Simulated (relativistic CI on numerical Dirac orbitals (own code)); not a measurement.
## Hyperfine structure of Tl IV, mass number 203

Computed by Dirac-Coulomb-Breit CI, separate exchange-only KLI orbitals for each configuration, model QED, valence Slater integrals scaled by 0.85, P86 correlation energy added to each configuration (own radial code, finite nucleus).

CI space (outside the closed core [Xe] 4f14): 5d10, 5d9.6s, 5d9.6p, 5d9.5f, 5d9.6d, 5d9.7s, 5d9.7p, 5d9.7d, 5d9.6f, 5d9.5g, 5d9.7f, 5d9.6g. Double excitations out of closed p, d and f shells are left out; levels of such configurations are missing from the list, as are those of other unlisted configurations, and high levels can miss mixing partners.

Nuclear spin I = 1/2, μ = 1.616 μN (tables of Stone and Pyykkö). The electronic factors are computed for point nuclear moments, without core polarisation; leaving it out makes A of s and p electrons in near-neutral atoms 20 to 40 % too small, and it can dominate for d and f shells.

```tsv
Level	E (cm⁻¹)	A (MHz)
5d9.6s 3D_3	80742.4	37150
5d9.6s 3D_2	84780.0	-24740
5d9.6s 3D_1	98553.7	-38330
5d9.6s 1D_2	102471.9	53940
5d9.6p 3P°_2	153315.0	-3384
5d9.6p 3F°_3	155689.2	11030
5d9.6p 3F°_2	171043.0	15720
5d9.6p 3F°_4	171350.4	3983
```

Levels with J = 0, under 50 % of one LS term, or S terms without an open s electron are left out. Small factors come from cancelling terms and can be off by tens of per cent or more.

For a near-neutral ion this model can misplace configurations by up to about 10,000 cm⁻¹ (more where the count of f electrons changes) and terms by 10 to 25 % of their spread. Rates follow the energies as ν³ (E1, M1) or ν⁵ (E2), so they and the lifetimes can be off by large factors. The fine structure of a lone outer electron comes out too small, for d and f at times inverted, and misplaced configurations move strength between like terms. 15 of the 15 excited levels that our extract of the measured tables holds in this range could be paired (the sources list more); they are missed by 4795 cm⁻¹ on average and 6133 at most, and levels without a partner can miss by more.

Problem. Give the hyperfine levels of 5d9.6s 3D_3 relative to its centre of gravity.

Solution. With K = F(F + 1) − I(I + 1) − J(J + 1), E = AK/2: F = 5/2: -74300, F = 7/2: 55720 MHz.

LS names give the leading component of a level, which can be under half, so a name can repeat, a term be missing and a line seem to break the LS rules.
